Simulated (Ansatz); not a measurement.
A structure relaxed at r2SCAN-D4/def2-SVP in Ansatz, charge 0, singlet:

```xyz
11

S     1.523    1.980    1.298
S    -0.856   -0.868    0.760
S    -0.466    1.946   -2.524
S     1.570   -1.724   -1.537
Mg    0.058    2.880   -0.483
Mg   -0.696    1.216    1.921
Mg    1.600   -0.178    0.300
Mg    0.170   -3.009   -0.031
Mg   -0.400   -0.235   -1.754
I    -2.155    3.416    1.345
I    -0.349   -5.422    0.705
```

Q: Give its formula.

A: Mg₅S₄I₂.

Q: Summarise the bond lengths by kind (pairs closer than 1.2 times the sum of covalent radii, bridged metal pairs left out).

A: 12 × Mg–S 2.30 to 2.63 Å; 3 × I–Mg 2.58 to 2.92 Å.

In the def2 sets I takes a core potential; there is no spin–orbit coupling.
